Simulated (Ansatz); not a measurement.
The cation of C2H4ClIn, SMILES `C=[CH][InH][Cl]` at the neutral geometry.

```yaml
crystal:
  periodic: [false, false, false]
  atoms:
    - {symbol: C, position_ang: [-0.787586, 1.164579, 0.310371]}
    - {symbol: C, position_ang: [0.410224, 0.763013, -0.105503]}
    - {symbol: In, position_ang: [0.817482, -1.299794, -0.325061]}
    - {symbol: Cl, position_ang: [-1.112855, -2.514155, 0.266897]}
    - {symbol: H, position_ang: [-1.581178, 0.460893, 0.547525]}
    - {symbol: H, position_ang: [-1.028390, 2.219010, 0.432354]}
    - {symbol: H, position_ang: [1.170427, 1.507566, -0.328998]}
    - {symbol: H, position_ang: [2.111855, -2.301120, -0.797585]}
basis:
  gaussian: {orbitals: def2-TZVPP}
total_charge: 1
magnetization: {spin_polarized: true, initial_magnetization: 1}
hamiltonian: {xc: {name: B3LYP}, dispersion: d4}
```

```sh
$ ansatz run in.yaml --threads 2 --pin off --events-out ev --progress --plain --max-ram 32768MiB --backend cpu
```

Output, abridged:

```
Functional definition: B3LYP
1374 factors; their error is unknown
mean field evaluation 1: about -19811.3702 eV, gradient 5.8e1 eV
mean field evaluation 2: about -19691.7840 eV, gradient 1.3e2 eV
mean field evaluation 4: about -19824.1993 eV, gradient 2.9e1 eV
mean field evaluation 8: about -19829.6635 eV, gradient 2.1e0 eV
mean field evaluation 16: about -19829.7734 eV, gradient 1.1e-1 eV
mean field evaluation 32: about -19829.7767 eV, gradient 2.3e-2 eV
mean field -19829.77667997 eV, -728.7308518834 hartree, gradient 5.0e-6 eV, S^2 0.760792; 7 other end points of the search recorded, 0 dependent functions left out
reference -19829.77694918 eV, -728.7308617767 hartree; 27, 26 occupied and 183, 184 virtual orbitals, 1374 factors
Total energy: -19830.02747840 eV, -728.7400685559 hartree
```

Run time 45 s (2 threads of a server CPU on a shared host); peak host memory 1 GiB.
